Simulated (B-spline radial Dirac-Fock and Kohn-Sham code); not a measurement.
# Pt⁷⁺: non-radiative channels of the L3 vacancy

System: Pt⁷⁺ in the configuration 1s2 2s2 2p6 3s2 3p6 3d10 4s2 4p6 4d10 4f14 5s2 5p6 5d3.

Method: independent-particle rates on relativistic LDA orbitals of the hole state (multipoles up to L = 3, Coulomb Auger matrix elements, transition energies from Dirac-Fock). Computed with a radial finite-basis atomic code. Kinetic energies are configuration averages from the vacuum level; the two-hole energies are estimated from single-hole states.

```csv
transition,kinetic energy (eV),width (meV),share (%)
L3-M1M3,5426.8,113,3.0
L3-M2M3,5689.5,194,5.1
L3-M3M3,6070.9,238,6.3
L3-M2M5,6210.8,98.0,2.6
L3-M3M4,6514.3,265,7.0
L3-M3M5,6599.9,367,9.7
L3-M4M4,6954.7,39.5,1.0
L3-M4M5,7034.4,757,20.1
L3-M5M5,7117.4,488,12.9
L3-M2N3,7848.2,30.6,0.8
L3-M3N1,8019.9,28.0,0.7
L3-M3N2,8135.5,43.2,1.1
L3-M3N3,8229.6,91.2,2.4
L3-M3N4,8419.2,52.6,1.4
L3-M3N5,8436.9,70.9,1.9
L3-M5N2,8663.7,19.9,0.5
L3-M4N3,8676.4,38.9,1.0
L3-M5N3,8757.2,61.3,1.6
L3-M4N5,8884.2,107,2.8
L3-M5N4,8947.2,131,3.5
L3-M5N5,8965.6,158,4.2
L3-M5N6,9211.5,28.3,0.7
L3-M5N7,9216.1,25.1,0.7
L3-N4N5,10759.7,19.3,0.5
```

The listed channels hold 92 % of the non-radiative rate. Summed by principal shells, of 3.77 eV in all: LMM 69.1 %, LMN 25.9 %, LNN 2.3 %, LMO 2.3 %, LNO 0.4 %.
